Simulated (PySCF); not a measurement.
Delta-SCF ions had no search for a lower state. Excitations are Tamm–Dancoff values on a coarser integration grid. The basis has no diffuse functions, so Rydberg states are missing or too high.

**CH₄OSi, SMILES `OC=[SiH2]` (H–O–C–Si torsion 163°) (charge 0, multiplicity 1)**

Level of theory: PySCF with PBE-D3(BJ)/def2-TZVP // B3LYP-D3(BJ)/def2-TZVP.

HOMO: -4.74 eV
dipole moment: 1.72 D
HOMO–LUMO gap: 2.98 eV
LUMO: -1.76 eV
S1 excitation (TDA): 4.36 eV
S1 oscillator strength: 0.002
brightest of the four lowest singlets (TDA): 5.17 eV
T1 excitation (TDA): 2.17 eV
S1–T1 gap (TDA): 2.19 eV
vertical ionisation energy (Delta-SCF): 7.84 eV
total energy: -11018.68 eV
cost: about 50 core-seconds (a rough figure)

```xyz
7

O      0.2591    -0.3577     1.5775
C     -0.3256    -0.2403     0.3472
Si     0.3742     0.5243    -1.0408
H     -0.4047    -0.5756     2.2401
H     -1.3531    -0.5914     0.2793
H     -0.3445     0.3361    -2.3094
H      1.7946     0.9047    -1.0940
```
